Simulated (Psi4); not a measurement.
OPb (SMILES [O]=[Pb]), singlet, geometry from GFN2-xTB (such geometries of metal compounds can be far from the true shape) (core potentials on Pb), with bond 2-1 at 1.3 times its length. Base run: Psi4 1.11 with B3LYP/def2-SVP.

The Psi4 input:
```
memory 2 GB

molecule mol {
0 1
  Pb   -0.000000   -0.000000   -0.170633
  O     0.000000    0.000000    2.324881
}

set basis def2-svp
set reference rks

energy('b3lyp')
print_variables()
```

The base run was repeated with changes; each row names its change, and settings that it needs were set with it.

```csv
change,ΔE vs base (mEh),SCF cycles,grid points,basis functions,outcome
base,0.000,13,42370,40,converged
dft_radial_points = 99,0.005,13,55673,40,converged
level_shift = 0.3,0.000,18,42370,40,converged
dft_nuclear_scheme = becke,-0.055,13,42220,40,converged
d_convergence = 1e-10,0.000,16,42370,40,converged
guess = sapgau,0.000,15,42370,40,converged
df_basis_scf = cc-pvtz-jkfit,-,-,-,40,input refused
dft_radial_scheme = mura,0.002,13,43039,40,converged
guess = modhuckel,0.000,12,42370,40,converged
guess = sap,0.000,16,42370,40,converged
scf_type = cd,-0.053,13,42370,40,converged
scf_type = disk_df,0.000,13,42370,40,converged
dft_spherical_points = 590,0.012,13,82742,40,converged
```

- df_basis_scf = cc-pvtz-jkfit: ended with `psi4.driver.qcdb.exceptions.BasisSetNotFound: BasisSet::construct: Unable to find a basis set for atom 1 for key JKFIT among:`
